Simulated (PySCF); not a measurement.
Compound: C6H9N.
Numbering: `[NH2:1][CH2:2][C:3]1=[CH:4][CH2:5][CH:6]=[CH:7]1` (hydrogens: H8, H9 on N1; H10, H11 on C2; H12 on C4; H13, H14 on C5; H15 on C6; H16 on C7)

Structure used (GFN2-xTB), in Å, numbered top down from 1:
```xyz
16
C6H9N angstrom
N      2.4885   -0.0149    0.9088
C      1.7057   -0.3696   -0.2725
C      0.2328   -0.1431   -0.1019
C     -0.7253   -1.0578    0.1205
C     -2.0438   -0.3800    0.2972
C     -1.6888    1.0630    0.1524
C     -0.3754    1.1789   -0.0742
H      2.1792   -0.5683    1.7020
H      2.3327    0.9608    1.1433
H      2.0823    0.2341   -1.1041
H      1.8991   -1.4228   -0.4933
H     -0.6050   -2.1250    0.1611
H     -2.7666   -0.6978   -0.4575
H     -2.4874   -0.5929    1.2726
H     -2.4124    1.8539    0.2270
H      0.1767    2.0904   -0.2252
```

The calculation used TDDFT B3LYP/def2-SVPD, vertical, gas phase, core orbitals frozen in the response in PySCF 2.14.0, density-fitted response routines.

Orbital energies (eV): HOMO-3 -9.52, HOMO-2 -8.34, HOMO-1 -6.75, HOMO -6.11, LUMO -0.75, LUMO+1 0.51, LUMO+2 0.99.

Computed singlets:

| state | E (eV) | f |
| --- | --- | --- |
| S1 | 4.92 | 0.040 |
| S2 | 5.26 | 0.071 |
| S3 | 5.73 | 0.017 |
| S4 | 6.18 | 0.021 |
| S5 | 6.35 | 0.0005 |
| S6 | 6.50 | 0.023 |
| S7 | 6.53 | 0.0076 |
| S8 | 6.86 | 0.015 |

**Question.** Which orbital pair leads each of S1, S2, S3 and S4, and how does its energy difference Δε compare with the excitation energy?

**Answer.** 

```csv
state,leading configuration,weight,Δε (eV),E (eV),E − Δε (eV),f,other configurations
S1,HOMO→LUMO,0.85,5.35,4.92,-0.43,0.040,H-1→L (14%)
S2,HOMO-1→LUMO,0.84,5.99,5.26,-0.73,0.071,H→L (14%)
S3,HOMO→LUMO+1,0.97,6.62,5.73,-0.89,0.017,–
S4,HOMO→LUMO+2,0.62,7.09,6.18,-0.92,0.021,H-1→L+1 (34%)
```

E − Δε runs from -0.92 to -0.43 eV. Among themselves, these states come in the order of their orbital differences.

H and L stand for HOMO and LUMO. The other states: S5 6.35 eV, f 0.0005, H-1→L+1 (52%), H→L+2 (30%); S6 6.50 eV, f 0.023, H→L+3 (92%); S7 6.53 eV, f 0.0076, H→L+4 (46%), H-2→L (31%); S8 6.86 eV, f 0.015, H→L+5 (62%), H→L+4 (25%).

**Question.** Pair triplets and singlets of the same leading configuration (75% or more in both) and give the splittings.

**Answer.** 

```csv
configuration,triplet,E(T) (eV),singlet,E(S) (eV),E(S) − E(T) (eV)
HOMO→LUMO,T1,3.16,S1,4.92,+1.76
```

The 3 triplets are Tamm–Dancoff values, the singlets full response.

Summed over the main configurations (up to three a state, each over 8%) of all 8 singlets, the electron leaves HOMO with weight 5.13, HOMO-1 with weight 1.84 and HOMO-2 with weight 0.31.

The run took 34 s (grids of density and orbitals included) on one thread, Intel Xeon 6975P-C (x86_64), shared host with 96 logical CPUs at a one-minute load of 51, and the process peaked at 0.86 GiB of memory.

One conformer stands for the species.
